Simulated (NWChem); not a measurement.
System: C₂H₃ClF₂; SMILES FC(F)(C)Cl

```xyz
8

C     -1.3651    -0.9101     0.0000
C      0.0284    -0.3507     0.0000
F      0.7087    -0.7612    -1.0772
F      0.7087    -0.7612     1.0772
Cl     0.0214     1.4366     0.0000
H     -1.9018    -0.5747    -0.8959
H     -1.9018    -0.5747     0.8959
H     -1.2977    -2.0075     0.0000
```
Atoms are numbered in this order, from 1.

All runs: NWChem. Geometry: optimised at PBE0/def2-SVP.

Task: What does the run give for BLYP/def2-TZVPD? Quantities: highest occupied level (eV); orbital gap (eV); dipole (D).

Result: 
```json
{
  "highest occupied level (eV)": "-7.73",
  "orbital gap (eV)": "6.81",
  "dipole (D)": "2.09"
}
```
